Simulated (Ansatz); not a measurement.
`C[As]1N[SiH2]1` + H₂ → `N1[SiH2][AsH]1` + CH₄  (hydrogenolysis of the As–C bond)

Computed with Ansatz on PBE0-D4/def2-TZVP structures; ΔE is electronic, products minus reactants. CCSD(T)/CBS is the MP2 limit (def2-TZVPP, def2-QZVPP) plus CCSD(T) − MP2 in def2-TZVPP, frozen cores. This one scheme is used for every species. Functionals use def2-TZVPP. For As outer-core shells are correlated without core-valence functions, which leaves a few kJ/mol of doubt a bond. Scalar relativity is left out up to krypton.

CCSD(T)/CBS gives -12.3 kcal/mol.

Another level gave -13.5 kcal/mol. Which?
A. CCSD/def2-TZVPP
B. revPBE-D4/def2-TZVPP
C. BHLYP/def2-TZVPP
D. SCS-MP2/def2-TZVPP

A. CCSD/def2-TZVPP -13.5, SCS-MP2/def2-TZVPP -12.1, BHLYP -16.0, revPBE-D4 -10.3 kcal/mol.

Largest T1 diagnostic among the species: 0.013.

From PBE to PBE0 (25 % exact exchange), in def2-TZVPP and without D4, ΔE moves by −0.8 kcal/mol. Leaving LDA and LC-ωPBE aside and taking each functional with its dispersion term where it has one, the values, not all of them listed here, spread over 4.3 kcal/mol, from B97M-V to revPBE-D4. LDA lies +1.2 kcal/mol from PBE without D4.
